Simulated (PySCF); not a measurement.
SMILES [SiH3][SiH2][SiH](Cl)Cl (H₆Cl₂Si₃), CAM-B3LYP/def2-SVP optimised geometry.

```
11

Si    -1.34    -1.88     1.85
Si    -0.50    -0.71     0.00
Si    -1.25    -1.75    -1.95
Cl    -0.57    -3.70    -1.93
Cl    -3.32    -1.75    -1.92
H     -2.83    -1.87     1.80
H     -0.88    -1.24     3.11
H     -0.86    -3.28     1.80
H      0.99    -0.71     0.00
H     -0.99     0.71     0.00
H     -0.82    -1.15    -3.24
```

Density from CAM-B3LYP/def2-TZVP run with PySCF 2.14.0 at that geometry.

Minimum of the electron density along straight lines between bonded atoms, close to the bond critical point (lines longer than 1.1 times the sum of covalent radii, or with two minima, are not listed):

| bond | length / Å | ρ at the minimum / e bohr⁻³ | ∇²ρ there / e bohr⁻⁵ | position (fraction from the first atom) |
|---|---|---|---|---|
| Si1–Si2 | 2.346 | 0.094 | -0.17 | 0.48 |
| Si2–Si3 | 2.336 | 0.097 | ? | 0.37 |
| Si3–Cl4 | 2.070 | 0.098 | 0.19 | 0.36 |
| Si3–Cl5 | 2.070 | 0.098 | 0.19 | 0.36 |
| Si1–H6 | 1.488 | 0.121 | 0.15 | 0.49 |
| Si1–H7 | 1.489 | 0.120 | 0.15 | 0.49 |
| Si1–H8 | 1.488 | 0.121 | 0.15 | 0.49 |
| Si2–H9 | 1.491 | 0.119 | 0.15 | 0.49 |
| Si2–H10 | 1.491 | 0.119 | 0.15 | 0.49 |
| Si3–H11 | 1.482 | 0.127 | 0.12 | 0.49 |

Task: Complete the blanks.

Result: 
- Si2–Si3, ∇²ρ there / e bohr⁻⁵: -0.16
